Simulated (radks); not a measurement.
Question: Isoelectronic series with 1 electrons, all held in the configuration 1s1, which need not be the ground one along the series. All-electron calculation, Dirac Kohn-Sham, PBEsol, spin-unpolarised, spherical densities, finite nucleus; Fermi nuclear charge, rms radius of each element as measured or else 0.836 A^(1/3) + 0.57 fm. Program: a radial shooting solver on a logarithmic mesh with Libxc functionals. Total energies (hartree) and mean radii <r> (bohr):

ion   E (hartree)   1s1/2
H        -0.44990   1.652
He+      -1.88056  0.7882
Li2+     -4.30987  0.5169
Be3+     -7.73941  0.3845
B4+     -12.17002  0.3060
N6+     -24.03781  0.2172
O7+     -31.47698  0.1897
F8+     -39.92121  0.1683
Ne9+    -49.37190  0.1513

Estimate the row of C5+.

Answer: E (hartree) -17.60252; 1s1/2 0.2541.
